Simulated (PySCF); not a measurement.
C4H8OSi, SMILES C/C=C1/OC[SiH2]1. Geometry: PBE-D3(BJ)/def2-SVP. The structure was generated by enumeration; whether it is a known compound was not checked.

All values below come from PBE-D3(BJ)/def2-SVP (PySCF 2.14.0).

Harmonic wavenumbers (cm⁻¹): 94, 157, 178, 226, 326, 444, 452, 524, 596, 629, 687, 746, 795, 798, 911, 927, 966, 1001, 1074, 1109, 1135, 1207, 1251, 1348, 1393, 1407, 1413, 1693, 2153, 2163, 2944, 2978, 3010, 3037, 3040, 3077. Rotational constants (GHz): 5.358, 2.039, 1.533; symmetry number 1.

Question: Work out the zero-point energy and the ideal-gas rigid-rotor harmonic-oscillator thermochemistry at 298.15 K and 1 atm.

Answer: ZPE = ½ Σ hcν = ½ × 45890 cm⁻¹ = 65.60 kcal/mol. H − E(el) = 70.87 kcal/mol. Entropy in cal/(mol K): translation 39.72, rotation 27.35, vibration 16.56, total 83.64. G − E(el) = 45.93 kcal/mol. Cp = 29.37 cal/(mol K). Modes under 150 cm⁻¹ make the vibrational entropy uncertain.
